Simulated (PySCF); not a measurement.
VOF, SMILES [O]=[V][F] (connectivity only; charge and spin as stated), neutral, multiplicity 3.

Geometry: B3LYP-D3(BJ)/def2-TZVP. The multiplicity is an assumed one; other spin states were not compared.

Level of theory: B3LYP-D3(BJ)/def2-TZVP (PySCF 2.14.0).

Frequencies are harmonic and unscaled.

Computed harmonic wavenumbers and intensities:
| mode | ν (cm⁻¹) | IR (km/mol) | moving atoms (share of kinetic energy) |
|---|---|---|---|
| 1 | 120 | 65.0 | O 40 %, V 32 %, F 28 % |
| 2 | 643 | 146.9 | F 75 %, V 22 % |
| 3 | 1053 | 258.2 | O 75 %, V 25 % |
